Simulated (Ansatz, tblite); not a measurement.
Spin states of the cluster Pb2Se3, each relaxed with PBE-D4/def2-SVP in Ansatz. Electronic energies in the gas phase.

In the def2 sets Pb takes a core potential; there is no spin–orbit coupling. The xTB rows come from tblite. Correlated methods freeze 35 core orbitals; core or outer-core shells of Pb, Se are correlated, in sets that lack core-valence functions. HOMO above LUMO, or a gap near zero within one spin, warns that the state may not be the lowest or that an electron is smeared out. The structure comes from a short search, and lower isomers may exist.

Singlet geometry (C2v within 0.1 Å):

Cartesian coordinates in Å:
```
Pb 1.665 0.210 -0.764
Pb -1.237 -0.071 1.366
Se -1.107 0.895 -1.390
Se -0.693 -1.477 -1.138
Se 1.371 0.444 1.926
```

Triplet geometry (C2v within 0.1 Å):

```xyz
5

Pb    1.491    0.646    0.973
Pb   -1.240   -0.432   -1.365
Se   -0.928   -0.791    1.448
Se   -0.642    2.047   -0.194
Se    1.318   -1.471   -0.861
```

Quintet geometry:

```xyz
5

Pb   -1.777    1.470   -0.211
Pb    1.731   -1.424    0.161
Se    0.922    0.658   -1.454
Se    0.306    0.643    1.650
Se   -1.182   -1.347   -0.146
```

⟨S²⟩: triplet 2.03 at PBE0-D4/def2-TZVP (pure 2.00), quintet 6.03 at PBE0-D4/def2-TZVP (pure 6.00).

Only these spin states were relaxed. The triplet has other bonds than the singlet, so the gap mixes isomer and spin. The quintet has other bonds than the singlet, so the gap mixes isomer and spin.

| level | triplet − singlet (kJ/mol) | quintet − singlet (kJ/mol) | lowest of these | remarks |
| --- | --- | --- | --- | --- |
| GFN1-xTB | 157.6 | 515.9 | singlet | – |
| GFN2-xTB | 100.6 | 452.3 | singlet | – |
| PBE-D4/def2-TZVP | 109.7 | 333.8 | singlet | – |
| r2SCAN-D4/def2-TZVP | 108.0 | 342.3 | singlet | – |
| B97M-V/def2-TZVP | 111.5 | 351.1 | singlet | gap within one spin near zero (quintet) |
| PBE0-D4/def2-TZVP | 115.3 | 352.7 | singlet | – |
| r2SCAN0-D4/def2-TZVP | 111.0 | 350.2 | singlet | – |
| MP2/def2-TZVP | 149.9 | 433.8 | singlet | – |

Change of the quintet − singlet gap on mixing in exact exchange, in kJ/mol: PBE to PBE0 (25 % exact exchange) 19.0; r2SCAN to r2SCAN0 (25 % exact exchange) 7.9.

The xTB methods have no spin-polarisation term.
